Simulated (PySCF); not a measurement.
PySCF input for furan-2-ylsilane (C4H6OSi), SMILES c1c([SiH3])occ1, PBE-D3(BJ)/def2-SVP. Coordinates come from a PBE-D3(BJ)/def2-SVP optimisation.

```python
import numpy as np
from pyscf import gto, scf, dft, df
from pyscf.hessian import thermo

mol = gto.M(
    atom='''
    Si   -0.00622085   -2.05784372   -0.00000000
    C     0.09893787   -0.18881088    0.00000000
    C     1.16901101    0.69022033    0.00000000
    C     0.62437411    2.01550982   -0.00000000
    C    -0.74252545    1.85834477    0.00000000
    O    -1.07286018    0.54055985    0.00000000
    H    -0.72762691   -2.56573537   -1.21860199
    H    -0.72762690   -2.56573537    1.21860200
    H     1.40551148   -2.57178038    0.00000000
    H     2.22893057    0.41083622    0.00000000
    H     1.17336592    2.96356311    0.00000000
    H    -1.58136611    2.56260077    0.00000000
    ''',
    basis='def2-SVP',
    charge=0,
    spin=0,
    max_memory=1600,
    verbose=3,
)
mf = dft.RKS(mol, xc='pbe').density_fit(auxbasis='def2-universal-jkfit')
mf.disp = 'd3bj'
mf.grids.level = 3
mf.conv_tol = 1e-11
mf.max_cycle = 100
mf.kernel()

# [left out here: the lines that compute and print the analytic Hessian (its translational invariance restored by hand, since the grid's response is missing), thermochemistry and intensities]
```

It prints:

```
converged SCF energy = -520.038758996042

WARN: DFTD3 does not support analytical Hessian, using finite difference


WARN: Mole.unit (angstrom) is changed to Bohr

Mode                                 0                   1                   2
Irrep
Freq [cm^-1]                       93.0078            159.9244            188.4793
Reduced mass [au]                   1.1293              3.3199              3.2654
Force const [Dyne/A]                0.0058              0.0500              0.0683
Char temp [K]                     133.8176            230.0956            271.1798
Normal mode                   x     y     z       x     y     z       x     y     z
       0  Si                -0.00  0.00  0.01    0.00 -0.00 -0.05    0.07 -0.01  0.00
       1   C                 0.00 -0.00 -0.03   -0.00 -0.00  0.17   -0.13 -0.00 -0.00
       2   C                 0.00  0.00  0.03   -0.00 -0.00  0.08   -0.06 -0.08 -0.00
       3   C                -0.00  0.00  0.05    0.00 -0.00 -0.09    0.05 -0.04  0.00
       4   C                -0.00 -0.00 -0.02    0.00  0.00 -0.09    0.03  0.06  0.00
       5   O                 0.00 -0.00 -0.06   -0.00  0.00  0.08   -0.07  0.08 -0.00
       6   H                -0.47  0.02  0.28   -0.08  0.20 -0.08    0.16 -0.14 -0.00
       7   H                 0.47 -0.02  0.28    0.08 -0.20 -0.08    0.16 -0.14  0.00
       8   H                -0.00 -0.00 -0.51    0.00  0.00 -0.22    0.16  0.24 -0.00
       9   H                 0.00  0.00  0.07   -0.00 -0.00  0.11   -0.09 -0.17 -0.00
      10   H                -0.00  0.00  0.09    0.00 -0.00 -0.21    0.12 -0.09  0.00
      11   H                -0.00 -0.00 -0.04    0.00  0.00 -0.18    0.09  0.13  0.00
Mode                                 3                   4                   5
Irrep
Freq [cm^-1]                      437.8990            576.9921            597.0396
Reduced mass [au]                   7.2948              1.7329              2.9054
[...]
Reduced mass [au]                   1.3798              1.0380              2.3306
Force const [Dyne/A]                0.6278              0.4923              1.1243
Char temp [K]                    1264.3503           1290.7907           1301.8793
Normal mode                   x     y     z       x     y     z       x     y     z
       0  Si                 0.01 -0.04 -0.00   -0.00 -0.00 -0.03    0.00  0.04 -0.00
       1   C                -0.01 -0.05 -0.00    0.00  0.00 -0.01   -0.04 -0.06 -0.00
       2   C                -0.06 -0.03  0.00    0.00  0.00  0.00   -0.13 -0.02  0.00
       3   C                -0.03 -0.00 -0.00    0.00 -0.00 -0.00   -0.01  0.03  0.00
       4   C                -0.03  0.04  0.00    0.00 -0.00 -0.00   -0.01  0.03 -0.00
       5   O                 0.09  0.01  0.00   -0.00 -0.00  0.01    0.13 -0.00  0.00
       6   H                -0.18  0.40 -0.07   -0.36  0.24  0.09    0.08 -0.22  0.06
       7   H                -0.18  0.40  0.07    0.36 -0.24  0.09    0.08 -0.22 -0.06
       8   H                 0.18  0.48  0.00   -0.00 -0.00  0.76   -0.12 -0.29  0.00
       9   H                -0.05  0.04 -0.00    0.00 -0.00 -0.01   -0.12  0.01  0.00
      10   H                 0.12 -0.09  0.00   -0.00  0.00  0.02    0.25 -0.12  0.00
      11   H                -0.12 -0.06 -0.00    0.00  0.00 -0.01   -0.19 -0.19 -0.00
Mode                                15                  16                  17
Irrep
Freq [cm^-1]                      922.4141            994.4664           1067.2947
Reduced mass [au]                   1.0407              1.3122              1.7728
Force const [Dyne/A]                0.5217              0.7646              1.1898
Char temp [K]                    1327.1485           1430.8157           1535.5995
Normal mode                   x     y     z       x     y     z       x     y     z
       0  Si                -0.03 -0.01  0.00   -0.00  0.01 -0.00    0.00  0.01  0.00
       1   C                 0.00 -0.01 -0.00    0.03 -0.04  0.00   -0.00 -0.09  0.00
       2   C                -0.02 -0.00 -0.00   -0.04  0.07  0.00   -0.07 -0.00 -0.00
       3   C                 0.00  0.01 -0.00    0.03 -0.04  0.00   -0.05 -0.05 -0.00
       4   C                 0.00  0.00  0.00    0.02  0.01  0.00    0.07 -0.07  0.00
       5   O                -0.00 -0.01  0.00   -0.08 -0.03 -0.00    0.04  0.08  0.00
       6   H                 0.49  0.24 -0.40    0.00 -0.00 -0.00    0.01  0.01 -0.00
       7   H                 0.49  0.24  0.40    0.00 -0.00  0.00    0.01  0.01  0.00
       8   H                -0.07 -0.16 -0.00    0.01  0.03 -0.00   -0.02 -0.03 -0.00
       9   H                -0.02 -0.03 -0.00    0.10  0.60  0.00    0.04  0.42 -0.00
      10   H                 0.02 -0.00 -0.00    0.50 -0.32 -0.00   -0.45  0.18 -0.00
      11   H                 0.00  0.00  0.00    0.08  0.09 -0.00    0.29  0.18  0.00
Mode                                18                  19                  20
Irrep
Freq [cm^-1]                     1136.3171           1169.7950           1196.5661
Reduced mass [au]                   2.6176              4.0771              2.1090
Force const [Dyne/A]                1.9914              3.2871              1.7791
Char temp [K]                    1634.9073           1683.0745           1721.5922
Normal mode                   x     y     z       x     y     z       x     y     z
       0  Si                -0.00  0.02 -0.00    0.00  0.01 -0.00    0.00  0.01  0.00
       1   C                 0.10 -0.11  0.00    0.11 -0.13  0.00   -0.09 -0.04 -0.00
       2   C                -0.03 -0.04  0.00    0.03 -0.05  0.00    0.06 -0.09 -0.00
       3   C                -0.04  0.06  0.00    0.01  0.07  0.00    0.04  0.06 -0.00
       4   C                -0.01  0.13 -0.00   -0.03 -0.05  0.00    0.02  0.11  0.00
       5   O                -0.02 -0.07 -0.00   -0.08  0.12 -0.00   -0.02 -0.07  0.00
       6   H                 0.00 -0.04  0.03    0.00  0.00  0.01    0.00  0.01 -0.00
       7   H                 0.00 -0.04 -0.03    0.00  0.00 -0.01    0.00  0.01  0.00
       8   H                 0.00  0.03  0.00    0.00  0.02 -0.00   -0.01 -0.02 -0.00
       9   H                -0.08 -0.21  0.00    0.03 -0.07  0.00    0.22  0.44 -0.00
      10   H                -0.03  0.06  0.00    0.10  0.03  0.00   -0.21  0.22 -0.00
      11   H                 0.25  0.45 -0.00   -0.26 -0.31  0.00   -0.24 -0.19  0.00
Mode                                21                  22                  23
Irrep
Freq [cm^-1]                     1369.9045           1457.5906           1552.7965
Reduced mass [au]                   2.9110              6.5371              5.2689
Force const [Dyne/A]                3.2187              8.1829              7.4851
Char temp [K]                    1970.9875           2097.1483           2234.1284
Normal mode                   x     y     z       x     y     z       x     y     z
       0  Si                -0.00  0.00 -0.00   -0.00 -0.01 -0.00    0.00  0.01  0.00
       1   C                 0.08 -0.01  0.00    0.10  0.13  0.00   -0.08 -0.10 -0.00
       2   C                -0.08  0.09  0.00   -0.07 -0.11  0.00    0.09  0.10 -0.00
       3   C                 0.08 -0.14  0.00   -0.12  0.02  0.00   -0.14 -0.02 -0.00
       4   C                 0.03  0.10 -0.00    0.13  0.02 -0.00    0.13  0.05  0.00
       5   O                -0.03 -0.02 -0.00   -0.03 -0.01 -0.00   -0.01 -0.00  0.00
       6   H                 0.00 -0.01  0.01    0.00 -0.02  0.01   -0.00  0.01 -0.00
       7   H                 0.00 -0.01 -0.01    0.00 -0.02 -0.01   -0.00  0.01  0.00
       8   H                 0.01  0.02  0.00    0.01  0.02  0.00   -0.01 -0.01 -0.00
       9   H                -0.15 -0.10  0.00   -0.02  0.11  0.00    0.03 -0.21 -0.00
      10   H                -0.33  0.09  0.00    0.02 -0.08  0.00    0.07 -0.17 -0.00
      11   H                -0.27 -0.25 -0.00   -0.05 -0.23 -0.00   -0.03 -0.19  0.00
Mode                                24                  25                  26
Irrep
Freq [cm^-1]                     2164.0605           2165.5362           2183.6825
Reduced mass [au]                   1.0225              1.0512              1.0478
Force const [Dyne/A]                2.8213              2.9044              2.9437
Char temp [K]                    3113.6012           3115.7245           3141.8330
Normal mode                   x     y     z       x     y     z       x     y     z
       0  Si                 0.01  0.02  0.00    0.00  0.00 -0.04   -0.04  0.01  0.00
       1   C                 0.00  0.00  0.00    0.00  0.00 -0.00   -0.00 -0.00  0.00
       2   C                -0.00 -0.00  0.00   -0.00 -0.00 -0.00    0.00  0.00  0.00
       3   C                -0.00  0.00 -0.00   -0.00  0.00  0.00    0.00  0.00  0.00
       4   C                 0.00  0.00  0.00    0.00  0.00 -0.00   -0.00 -0.00  0.00
       5   O                 0.00 -0.00 -0.00    0.00 -0.00  0.00    0.00  0.00 -0.00
       6   H                -0.32 -0.22 -0.55    0.34  0.23  0.55    0.08  0.07  0.16
       7   H                -0.32 -0.22  0.55   -0.34 -0.23  0.55    0.08  0.07 -0.16
       8   H                 0.26 -0.09  0.00    0.00 -0.00 -0.01    0.88 -0.32  0.00
       9   H                -0.00  0.00  0.00   -0.00  0.00 -0.00    0.00  0.00  0.00
      10   H                -0.00  0.00 -0.00   -0.00  0.00  0.00    0.00  0.00  0.00
      11   H                -0.00  0.00  0.00   -0.00  0.00 -0.00    0.00  0.00  0.00
Mode                                27                  28                  29
Irrep
Freq [cm^-1]                     3182.1016           3192.5883           3211.5812
Reduced mass [au]                   1.0912              1.0967              1.1088
Force const [Dyne/A]                6.5101              6.5862              6.7384
Char temp [K]                    4578.3358           4593.4238           4620.7503
Normal mode                   x     y     z       x     y     z       x     y     z
       0  Si                -0.00 -0.00  0.00   -0.00  0.00  0.00    0.00  0.00  0.00
       1   C                 0.00  0.00  0.00    0.00  0.00  0.00    0.00 -0.00 -0.00
       2   C                -0.06  0.01  0.00   -0.05  0.01  0.00    0.01 -0.01 -0.00
       3   C                 0.03  0.04 -0.00   -0.02 -0.04 -0.00    0.03  0.04 -0.00
       4   C                 0.02 -0.01  0.00   -0.03  0.03  0.00   -0.06  0.04  0.00
       5   O                 0.00 -0.00  0.00    0.00  0.00  0.00   -0.00 -0.00 -0.00
       6   H                 0.00 -0.00 -0.00    0.00 -0.00 -0.00   -0.00  0.00 -0.00
       7   H                 0.00 -0.00  0.00    0.00 -0.00  0.00   -0.00  0.00  0.00
       8   H                 0.00  0.00 -0.00    0.00  0.00  0.00   -0.00  0.00  0.00
       9   H                 0.69 -0.18 -0.00    0.59 -0.16 -0.00   -0.14  0.04  0.00
      10   H                -0.30 -0.50 -0.00    0.27  0.47  0.00   -0.26 -0.44 -0.00
      11   H                -0.19  0.16  0.00    0.37 -0.31  0.00    0.60 -0.50 -0.00
temperature 298.1500 [K]
pressure 101325.00 [Pa]
Rotational constants [GHz] 8.25924 1.95446 1.61062
Symmetry number 1
Zero-point energy (ZPE) 0.08268 [Eh]   217084.719 [J/mol]
                           tot       elec      trans        rot        vib
Entropy [J/mol/K]       331.261      0.000    165.950    112.618     52.693
Cv [J/mol/K]             96.854      0.000     12.472     12.472     71.911
Cp [J/mol/K]            105.169      0.000     20.786     12.472     71.911
Internal energy [J/mol]                      3718.434   3718.434 226225.556
Internal energy [Eh]   -519.94976  -520.03876
Enthalpy [J/mol]                             6197.391   3718.434 226225.556
Enthalpy [Eh]          -519.94882
Gibbs free energy [J/mol]                  -43280.749 -29858.520 210515.213
Gibbs free energy [Eh] -519.98644
mode   freq/cm-1   IR/(km/mol)
   1       93.01         0.116
   2      159.92         1.840
   3      188.48         0.087
   4      437.90        13.694
   5      576.99        20.341
   6      597.04         7.951
   7      626.76        46.054
   8      690.36        15.536
   9      731.69        54.480
  10      805.26         4.967
  11      866.32         0.068
  12      872.55         1.865
  13      878.77       198.419
  14      897.14        38.236
  15      904.85        65.359
  16      922.41        56.001
  17      994.47        32.732
  18     1067.29         9.883
  19     1136.32        17.063
  20     1169.79         1.203
  21     1196.57        10.583
  22     1369.90         1.546
  23     1457.59        12.754
  24     1552.80         5.258
  25     2164.06        95.373
  26     2165.54       100.613
  27     2183.68        82.952
  28     3182.10         0.874
  29     3192.59         0.101
  30     3211.58         0.041
max |gradient| / (hartree/bohr): 7.12787591218672e-05
APT charges: [ 1.1193 -0.1761 -0.0161 -0.118   0.0857 -0.3777 -0.2594 -0.2594 -0.2301
  0.0743  0.0756  0.0818]
```

Self-consistency was reached.
